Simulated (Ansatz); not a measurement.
`C=C[SiH](F)S[SiH2]Cl`, charge 0, multiplicity 1.

Problem. Give a relaxed structure at PBE0-D4/def2-TZVP (Ansatz). (Estimate.)

Solution. Computed: 
```xyz
13

C    -1.650   -1.013   -0.114
C    -1.163   -0.458    0.993
Si   -0.296    1.170    1.035
F     0.858    1.071    2.139
S     0.522    1.724   -0.851
Si    1.803    0.052   -1.169
Cl    1.059   -1.204   -2.615
H    -2.182   -1.960   -0.095
H    -1.534   -0.547   -1.088
H    -1.306   -0.973    1.942
H    -1.166    2.303    1.422
H     3.093    0.564   -1.675
H     1.961   -0.727    0.076
```
This is one stationary point; other conformers may exist.
